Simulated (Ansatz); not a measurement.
Cost and result for the atomization energy of `OC(=S)[TeH]` (6 atoms, 5 bonds).

Charge 0, multiplicity 1. Correlated methods include outer-core shells of Te, which these sets cover unevenly. Te takes the def2 core potential. All single points use the PBE0-D4/def2-TZVP geometry. It is one conformer, not always the lowest. Program: Ansatz. All runs use 2 threads of an Arm Neoverse V1 on a shared host. Times are those of one run each, without the atoms' runs, and a repeat can differ threefold. Electronic energies, without spin–orbit coupling; frozen cores. CCSD(T)/CBS adds CCSD(T) − MP2 in def2-TZVPP to the MP2 limit, and its time is that of the two runs behind it. T1 = 0.016. With those shells the extrapolation isn't a true limit.

CCSD(T)/CBS is a level of theory with its own doubt, some kJ/mol a heavy atom from the limit and from the frozen cores, so smaller differences don't rank the functionals.

```
                           level  functions  wall time
          LDA (SPW92)/def2-TZVPP        182      1.4 s
            revPBE-D4/def2-TZVPP        182      2.4 s
              BLYP-D4/def2-TZVPP        182      2.4 s
              PBE0-D4/def2-TZVPP        182      3.6 s
         CAM-B3LYP-D4/def2-TZVPP        182        4 s
                CCSD(T)/def2-SVP         82      4.5 s
             PBE-QIDH/def2-TZVPP        182        7 s
               B97M-V/def2-TZVPP        182      9.5 s
              ωB97X-V/def2-TZVPP        182       10 s
ωB97M-V/def2-TZVPP (with forces)        182       14 s
                  MP2/def2-QZVPP        326       18 s
              CCSD(T)/def2-TZVPP        182      100 s
               CCSD(T)/CBS(def2)          –      2 min
```

Problem. What atomization energy does each give, and how far from CCSD(T)/CBS? (Estimate.)

Solution. Computed: 
```json
{"level": "LDA (SPW92)/def2-TZVPP", "atomization (kJ/mol)": "2374.5", "difference from CCSD(T)/CBS": "433.4", "per bond": "86.7"}
{"level": "revPBE-D4/def2-TZVPP", "atomization (kJ/mol)": "1969.8", "difference from CCSD(T)/CBS": "28.7", "per bond": "5.7"}
{"level": "BLYP-D4/def2-TZVPP", "atomization (kJ/mol)": "1967.4", "difference from CCSD(T)/CBS": "26.3", "per bond": "5.3"}
{"level": "PBE0-D4/def2-TZVPP", "atomization (kJ/mol)": "1942.2", "difference from CCSD(T)/CBS": "1.1", "per bond": "0.2"}
{"level": "CAM-B3LYP-D4/def2-TZVPP", "atomization (kJ/mol)": "1911.1", "difference from CCSD(T)/CBS": "-30.0", "per bond": "-6.0"}
{"level": "CCSD(T)/def2-SVP", "atomization (kJ/mol)": "1747.8", "difference from CCSD(T)/CBS": "-193.3", "per bond": "-38.7"}
{"level": "PBE-QIDH/def2-TZVPP", "atomization (kJ/mol)": "1900.3", "difference from CCSD(T)/CBS": "-40.8", "per bond": "-8.2"}
{"level": "B97M-V/def2-TZVPP", "atomization (kJ/mol)": "1948.3", "difference from CCSD(T)/CBS": "7.2", "per bond": "1.4"}
{"level": "ωB97X-V/def2-TZVPP", "atomization (kJ/mol)": "1928.0", "difference from CCSD(T)/CBS": "-13.1", "per bond": "-2.6"}
{"level": "ωB97M-V/def2-TZVPP (with forces)", "atomization (kJ/mol)": "1925.5", "difference from CCSD(T)/CBS": "-15.6", "per bond": "-3.1"}
{"level": "MP2/def2-QZVPP", "atomization (kJ/mol)": "1978.4", "difference from CCSD(T)/CBS": "37.3", "per bond": "7.5"}
{"level": "CCSD(T)/def2-TZVPP", "atomization (kJ/mol)": "1854.9", "difference from CCSD(T)/CBS": "-86.2", "per bond": "-17.2"}
{"level": "CCSD(T)/CBS(def2)", "atomization (kJ/mol)": "1941.1", "difference from CCSD(T)/CBS": "0.0", "per bond": "0.0"}
```

The D4 term adds +28.4 kJ/mol with B3LYP and +14.4 kJ/mol with PBE0; it sums over pairs of atoms, weighted by their polarisabilities, and B3LYP, whose exchange is more repulsive, gets the larger term. In def2-TZVPP, CCSD(T) changes the Hartree–Fock value by +722.0 kJ/mol (the triples alone add +68.6 kJ/mol) and MP2 by +794.5 kJ/mol; breaking electron pairs costs correlation energy, which Hartree–Fock lacks. From BLYP to BHLYP (50 % exact exchange), in def2-TZVPP and without D4, the atomization energy moves by −158.6 kJ/mol: exact exchange takes away binding that semilocal exchange gives to molecules.

B3LYP here is the variant with VWN-RPA as its local correlation; programs differ in this.

Spin–orbit coupling would lower the free Te atoms strongly, and the atomization energy with them, by more than many differences here.
